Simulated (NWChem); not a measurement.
# TiNH2OF; SMILES [NH]=[Ti]([OH])[F]

```xyz
6

Ti    -0.0182    -0.0259     0.2598
N     -1.6662     0.0902    -0.0376
H     -2.6330    -0.0649    -0.3509
F      0.7683    -1.5796    -0.1775
O      0.8734     1.5276    -0.0605
H      0.4777     2.3640    -0.3611
```
Atoms are numbered in this order, from 1.

Level: PBE-D3(BJ)/def2-SVP (NWChem), optimised geometry, unscaled harmonic frequencies. 

```json
[
 {"frequency (cm⁻¹)": "100", "IR intensity (km/mol)": "18.0"},
 {"frequency (cm⁻¹)": "205", "IR intensity (km/mol)": "1.4"},
 {"frequency (cm⁻¹)": "229", "IR intensity (km/mol)": "8.2"},
 {"frequency (cm⁻¹)": "379", "IR intensity (km/mol)": "203.0"},
 {"frequency (cm⁻¹)": "493", "IR intensity (km/mol)": "105.7"},
 {"frequency (cm⁻¹)": "557", "IR intensity (km/mol)": "103.2"},
 {"frequency (cm⁻¹)": "605", "IR intensity (km/mol)": "181.4"},
 {"frequency (cm⁻¹)": "686", "IR intensity (km/mol)": "85.8"},
 {"frequency (cm⁻¹)": "784", "IR intensity (km/mol)": "170.0"},
 {"frequency (cm⁻¹)": "1015", "IR intensity (km/mol)": "137.1"},
 {"frequency (cm⁻¹)": "3494", "IR intensity (km/mol)": "58.7"},
 {"frequency (cm⁻¹)": "3768", "IR intensity (km/mol)": "114.8"}
]
```

- zero-point energy = 17.6 kcal/mol
- thermal correction to the enthalpy at 298.15 K (with zero-point energy) = 21.8 kcal/mol
- heat capacity Cv = 18.4 cal/(mol K)
- entropy at 298.15 K and 1 atm (symmetry number 1) = 75.8 cal/(mol K)
- dipole moment = 2.34 D

Rigid rotor and harmonic oscillator.
